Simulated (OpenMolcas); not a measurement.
S3+: the spin-orbit constant, worked from levels

```yaml
Program: OpenMolcas
Basis: ANO-RCC [8s7p5d4f2g]
Scalar_Hamiltonian: DKH2, point nucleus
Active_space: 1 electron in 9 orbitals (RAS2 3p; RAS3 3d 4s, at most 1 electron)
State_averaging: 2S+1 = 2 odd, 3 roots; 2S+1 = 2 even, 6 roots
Spin-orbit_coupling: RASSI with atomic mean-field integrals over the reference wave functions, term energies averaged over their components
```

Methods: RASSCF; SS-RASPT2, IPEA 0.25 Eh, imaginary shift 0.1 Eh (closed shells correlated: 2s 2p 3s). Measured levels: NIST levels in Podobedova, Kelleher and Wiese, J. Phys. Chem. Ref. Data 38, 171 (2009).

**The spin-orbit constant.** For the Hund term 2P* of p1, E(J) = (A/2) J(J+1) + constant and ζ = 2S·A = A. From J = 1/2 to J = 3/2 the energy changes by 1.5 A.

```
   Source  E(3/2) - E(1/2)      A    ζ
   RASSCF            878.1  585.4  585
SS-RASPT2            878.1  585.4  585
 measured            951.4  634.3  634
```

All in cm-1. SS-RASPT2 is off by -7.7 % and RASSCF by -7.7 %. Both methods take the spin-orbit matrix elements from the reference wave functions, so the second can move ζ only through the term energies and any multistate remixing.

With one active electron the reference holds no correlation, so core polarisation is missing (holds for RASSCF). With one active electron, CASPT2 adds the correlation within the correlated inactive shells and between them and that electron, and leaves the splitting within a term as the reference gives it (holds for SS-RASPT2). Measured partners are found by configuration, term and J. A level has none where our copy of the source lacks it or the pairing is in doubt (some pairs that miss far off the trend of their configuration count as doubtful), and it then counts in no deviation. Levels of configurations outside the active space are missing.

* marks odd parity.
